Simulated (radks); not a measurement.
Values are calculated unless marked as measured or tabulated.
The magnesium ion Mg+ inside a hard spherical wall (all orbitals vanish at R), configuration held at [Ne] 3s1 and not refilled when levels cross. Level of theory: scalar-relativistic Kohn-Sham, PBE, spin-polarised, spherical densities, finite nucleus; open shells are filled with parallel spins first; Fermi nuclear charge, rms radius 3.057 fm (a radial shooting solver on a logarithmic mesh with Libxc functionals). Eigenvalues in eV for spin up, with the zero of energy where the potential of the charges vanishes at infinity; a dash marks a level that is unbound or too diffuse for the functional's potential to be trusted. A positive occupied level is held by the wall or, in an anion where self-interaction has pushed it up, behind a barrier. The pressure on the wall is -dE/dV.

| R (bohr) | E (hartree) | kinetic (hartree) | e(1s) | e(2s) | e(2p) | e(3s) | e(3p, empty) | e(4s, empty) | pressure (GPa) |
|---|---|---|---|---|---|---|---|---|---|
| free | -199.99959 | 200.250 | -1268.8 | -88.907 | -55.673 | -11.917 | -7.502 | - | 0 |
| 15 | -199.99959 | 200.250 | -1268.8 | -88.907 | -55.673 | -11.917 | -7.502 | - | < 0.0001 |
| 10 | -199.99957 | 200.250 | -1268.8 | -88.905 | -55.671 | -11.916 | -7.492 | -2.922 | 0.000766 |
| 7 | -199.99751 | 200.268 | -1268.7 | -88.780 | -55.546 | -11.806 | -7.190 | 0.506 | 0.144 |
| 6 | -199.99109 | 200.311 | -1268.4 | -88.531 | -55.298 | -11.531 | -6.627 | 4.288 | 0.758 |
| 4 | -199.87920 | 200.760 | -1266.3 | -86.670 | -53.451 | -7.764 | -1.002 | 29.589 | 23.2 |
| 3.5 | -199.76495 | 201.126 | -1265.0 | -85.595 | -52.382 | -4.252 | 3.518 | 46.644 | 61.0 |
| 2 | -197.45238 | 207.934 | -1248.0 | -74.074 | -40.102 | 54.713 | 65.051 | 239.76 | 3000 |
| 1.5 | -192.05257 | 222.984 | -1216.0 | -52.729 | -16.914 | 161.11 | 161.93 | 512.21 | 21300 |
